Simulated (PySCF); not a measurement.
CrF₄, SMILES [F][Cr]([F])([F])[F] (connectivity only; charge and spin as stated), neutral, multiplicity 3.

Geometry optimised at r2SCAN-D4/def2-SVP. The multiplicity is an assumed one; other spin states were not compared.

The numbers are results of M06-2X/def2-TZVP in PySCF, not measurements.

The molecule is in vacuum.

```yaml
total_energy: -1443.94612 hartree
point_group: Td
"α spin, highest occupied and lowest empty level": -13.06 and -3.53 eV
"β spin, highest occupied and lowest empty level": -14.75 and -2.26 eV
dipole_moment: 0.00 D
quadrupole, principal values (traceless, Buckingham form, about the centre of nuclear charge): 0.00, 0.00, 0.00 D·Å
mean_static_polarisability: 29.7 bohr³ (4.41 Å³)
polarisability_principal_values: 29.7, 29.7, 29.7 bohr³
"⟨S²⟩": 2.025 (pure state 2.00)
```
